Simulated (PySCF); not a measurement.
C2H4BF3, SMILES B(F)(CF)CF. Atoms are numbered in the order given.

```xyz
10

F     -0.5876    -2.2341     0.0000
C     -0.8345    -0.8747     0.0000
B      0.4692     0.0013     0.0000
F      1.6709    -0.5600     0.0000
C      0.3901     1.5753     0.0000
F     -0.9276     2.0187     0.0000
H     -1.4538    -0.6041     0.8790
H     -1.4538    -0.6041    -0.8790
H      0.9132     1.9883    -0.8850
H      0.9132     1.9883     0.8850
```

Geometry: B3LYP-D3(BJ)/def2-SVP. This is a generated structure with no PubChem entry under its InChIKey; it may be hypothetical. One conformer was computed; it need not be the lowest.

The numbers are results of PBE/pcSseg-1 (PySCF), not measurements.

GIAO shieldings, no solvent; atoms listed in one row are averaged. δ = σ(ref) − σ: ¹⁹F against CFCl3 (σ = 133.6 ppm); ¹³C against TMS (σ = 182.0 ppm); ¹¹B against BF3 (σ = 83.9 ppm); ¹H against TMS (σ = 31.49 ppm), references at their B3LYP-D3(BJ)/def2-TZVP geometries, non-relativistic.

```csv
nucleus,atoms,count,δ (ppm)
¹⁹F,F4,1,-45.4
¹⁹F,F6,1,-331.2
¹⁹F,F1,1,-333.4
¹³C,C5,1,85.8
¹³C,C2,1,84.2
¹¹B,B3,1,49.9
¹H,"H7, H8",2,5.43
¹H,"H9, H10",2,4.97
```
